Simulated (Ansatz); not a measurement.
`FB(F)Cl` + `N=C=O` → `O=C=NB(F)Cl` + H–F at 700 K and 1 bar (ligand exchange at a B–F bond).

Computed with Ansatz on PBE0-D4/def2-TZVP structures; ΔE is electronic, products minus reactants. CBS: MP2 limit from def2 TZ/QZ plus the TZ coupled-cluster correction, frozen cores. This one scheme is used for every species. One conformer a species, not always the lowest.

```tsv
species	CCSD(T)/CBS energy (Eh)	H − E (kJ/mol)	S (J/(mol·K))
`FB(F)Cl`	-684.31926	67.3	330.2
`N=C=O`	-168.51995	89.3	283.6
`O=C=NB(F)Cl`	-752.42964	115.6	414.4
H–F	-100.39570	45.2	198.5
```

H − E and S are ideal-gas, rigid-rotor, harmonic terms from PBE0-D4/def2-TZVP, for one conformer and one mirror image of each species. 1 Eh = 2625.50 kJ/mol, R = 8.31446 J/(mol·K).

Q: By hand: ΔE, ΔH, ΔS and ΔG.

A: ΔE = (-752.42964) + (-100.39570) − (-684.31926) − (-168.51995) = 0.01387 Eh = 36.4 kJ/mol. Δ(H − E) = 115.6 + 45.2 − 67.3 − 89.3 = 4.2, so ΔH = 40.6 kJ/mol. ΔS = 414.4 + 198.5 − 330.2 − 283.6 = -0.9 J/(mol·K). ΔG = 40.6 − 700 × (-0.9)/1000 = 41.2 kJ/mol.

Q: By hand: the equilibrium constant, and the temperature at which ΔG would vanish if ΔH and ΔS stayed fixed.

A: log₁₀ K = −ΔG/(RT ln 10) = -3.1. ΔH and −TΔS have one sign here, so there is no such temperature.

The number of gas molecules stays the same, so ΔS is small and ΔH decides. A doubt of 5 kJ/mol in ΔE shifts log₁₀ K by 0.4 here. Other conformers and mirror images would add mixing entropy, several J/(mol·K) or more a flexible species. These are equilibria of isolated gas molecules and say nothing of rates. Largest T1 diagnostic: 0.018 (customary marks: 0.02 for closed shells, 0.045 for open ones).

ΔS is within the doubt of such terms, so its sign, and with it that verdict, could turn.
